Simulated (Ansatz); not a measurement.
```yaml
crystal:
  periodic: [false, false, false]
  atoms:
    - {symbol: C, position_ang: [-0.341481, 1.570083, -0.559998]}
    - {symbol: B, position_ang: [-0.012507, 0.170677, -0.122520]}
    - {symbol: Si, position_ang: [1.352483, -0.137919, 1.143235]}
    - {symbol: Ga, position_ang: [-1.296540, -1.859024, -0.901310]}
    - {symbol: H, position_ang: [0.271291, 2.047479, -0.431925]}
    - {symbol: H, position_ang: [-1.171162, 1.533030, -1.659096]}
    - {symbol: H, position_ang: [-1.104369, 1.950319, -0.066588]}
    - {symbol: H, position_ang: [1.913570, -1.825145, 0.912563]}
    - {symbol: H, position_ang: [0.993938, -0.098975, 2.359128]}
    - {symbol: Xx, position_ang: [2.534230, 0.691594, 1.006489]}
    - {symbol: H, position_ang: [-0.648112, -2.536394, -2.124394]}
    - {symbol: H, position_ang: [-2.365477, -2.335836, -0.167304]}
basis:
  gaussian: {orbitals: cc-pVTZ}
hamiltonian: {xc: {name: wB97X-V}, pseudopotentials: {relativity: none}}
scf: {lower_state_search: full}
output: {forces: true}
```

```sh
$ ansatz run in.yaml --threads 4 --pin off --events-out ev --progress --plain --max-ram 10444MiB
```

It prints (some lines left out):

```
Error: YAML parse error: error: line 13 column 16: `Xx` is not an element symbol (H … Og, case-exact)
11 |     - {symbol: H, position_ang: [1.913570, -1.825145, 0.912563]}
12 |     - {symbol: H, position_ang: [0.993938, -0.098975, 2.359128]}
13 |     - {symbol: Xx, position_ang: [2.534230, 0.691594, 1.006489]}
14 |     - {symbol: H, position_ang: [-0.648112, -2.536394, -2.124394]}
15 |     - {symbol: H, position_ang: [-2.365477, -2.335836, -0.167304]}
```

Question: Something in this input is off. What?

Answer: An element symbol is wrong. The input was rejected before any iteration.
